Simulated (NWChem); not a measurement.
Correlation energy of vinylene carbonate (C₃H₂O₃)

```xyz
8

O      0.0000     0.0000    -1.9753
C      0.0000     0.0000    -0.7885
O     -1.1038     0.0000     0.0229
C     -0.6685     0.0000     1.3282
C      0.6685     0.0000     1.3282
O      1.1038     0.0000     0.0229
H     -1.4173     0.0000     2.1143
H      1.4173     0.0000     2.1143
```
Charge 0, spin multiplicity 1.

Program: NWChem. Structure: optimised with B3LYP/def2-SVP, a minimum by its harmonic frequencies.

Basis set: 3-21G. Each correlation energy counts from its own Hartree-Fock reference.

The correlated methods keep 6 core orbitals frozen. Coupled-cluster values serve here as a point of comparison, not as the truth.

Problem. For the correlation energy, CCSD gives -631.7 mHa and CR-CCSD[T] gives -650.8 mHa. What do CCSD(T), CCSD+T(CCSD), SCS-MP2 give?

Solution. CCSD(T): -655.6 mHa; CCSD+T(CCSD): -658.4 mHa; SCS-MP2: -602.3 mHa.
